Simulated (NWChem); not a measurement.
Molecule: SiH2O, singlet; SMILES O[SiH]

```xyz
4

Si     0.0996    -0.6366     0.0000
H     -1.4426    -0.8453     0.0000
O      0.0992     1.0327     0.0000
H     -0.7459     1.4956     0.0000
```
Atoms are numbered in this order, from 1.

Low-valent species are run as closed-shell singlets; no triplet was tried in these runs. All runs use the structure optimised with PBE0/def2-SVP. B3LYP is NWChem's, with the RPA form of VWN correlation.

Symmetry labels are those of Cs in the frame above (b1 and b2, or b-type labels, depend on it).

Question: List the 4 lowest vertical singlet excitations from B3LYP/def2-SVPD, TDA (NWChem).

Answer: 
```
state  energy (eV)  oscillator strength  symmetry  leading excitation (squared amplitude)
-----  -----------  -------------------  --------  --------------------------------------
S1            3.40                0.035        a"                      HOMO → LUMO (0.96)
S2            5.29                0.063        a'                    HOMO → LUMO+1 (0.97)
S3            6.21                0.030        a"                    HOMO−1 → LUMO (0.95)
S4            6.51                0.116        a'                    HOMO → LUMO+2 (0.99)
```
